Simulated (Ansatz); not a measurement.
Reaction (ligand exchange at the Sn–O bond): `[OH][Sn][OH]` + H₂S → `[OH][Sn][SH]` + H₂O

Calculated with Ansatz (gas phase, PBE0-D4/def2-TZVP geometries, no zero-point term in ΔE). CCSD(T)/CBS adds triple-zeta CCSD(T) − MP2 to the extrapolated MP2 energy (def2 sets, frozen cores). This one scheme is used for every species. Functionals use def2-TZVPP. Elements past krypton have def2 core potentials. For Sn outer-core shells are correlated without core-valence functions, which leaves a few kJ/mol of doubt a bond. One conformer a species, not always the lowest.

```tsv
level	ΔE (eV)
CAM-B3LYP-D4	-0.18
ωB97X-V	-0.19
MP2/def2-QZVPP	-0.26
CCSD/CBS(def2)	-0.25
```

Q: What does CCSD(T)/CBS give? (Best estimate.)

A: Ansatz gave: -0.25 eV. The listed levels differ from it by 0.07, 0.06, -0.01, 0.00 eV.

Largest T1 diagnostic among the species: 0.018.

From r2SCAN to r2SCAN0 (25 % exact exchange), in def2-TZVPP and without D4, ΔE moves by −0.05 eV. Leaving LDA and LC-ωPBE aside and taking each functional with its dispersion term where it has one, the values, not all of them listed here, spread over 0.16 eV, from HSE06-D4 to CAM-B3LYP-D4. The D4 term adds −0.04 eV with B3LYP and −0.02 eV with PBE0; it sums over pairs of atoms, weighted by their polarisabilities, and B3LYP, whose exchange is more repulsive, gets the larger term.

B3LYP here is the variant with VWN-RPA as its local correlation; programs differ in this.
